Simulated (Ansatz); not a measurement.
CH$_{7}$AlBFGe (`[CH3][AlH][B](F)[GeH3]`), relaxed with RKS PBE-D4/def2-SVP in the Gaussian-basis code of Ansatz from a rough embedded geometry. The force threshold is 0.03 eV/Å; the program also tests the step.

Charge 0, multiplicity 1.

Start:

```xyz
12

C     1.369    1.081   -1.105
Al    1.458    0.043    0.516
B    -0.260   -0.813    1.208
F    -0.279   -1.683    2.454
Ge   -2.010   -0.605    0.209
H     2.401    1.494   -1.407
H     1.037    0.433   -1.990
H     0.656    1.912   -1.042
H     2.869   -0.161    1.305
H    -1.803   -1.200   -1.216
H    -2.312    0.893    0.123
H    -3.126   -1.394    0.946
```

Question: How much energy does the relaxation release, and in how many steps? (Best estimate.)

Answer: The calculation gave: 67.22 kJ/mol, in 8 steps, 1 of them rejected.

Question: Which bonds change most? (Best estimate.)

Answer: The calculation gave: B3–F4 from 1.520 to 1.338 Å; Al2–B3 from 2.040 to 2.193 Å; B3–Ge5 from 2.025 to 2.102 Å; C1–H6 from 1.152 to 1.109 Å.

Question: Give the relaxed structure. (An estimate is asked.)

Answer: The calculation gave: 
```xyz
12

C     1.468    1.084   -1.143
Al    1.577    0.047    0.528
B    -0.257   -0.894    1.278
F    -0.237   -1.622    2.401
Ge   -2.091   -0.680    0.274
H     2.423    1.561   -1.439
H     1.138    0.438   -1.987
H     0.698    1.884   -1.062
H     2.977   -0.098    1.312
H    -1.930   -1.158   -1.202
H    -2.432    0.839    0.165
H    -3.333   -1.400    0.874
```
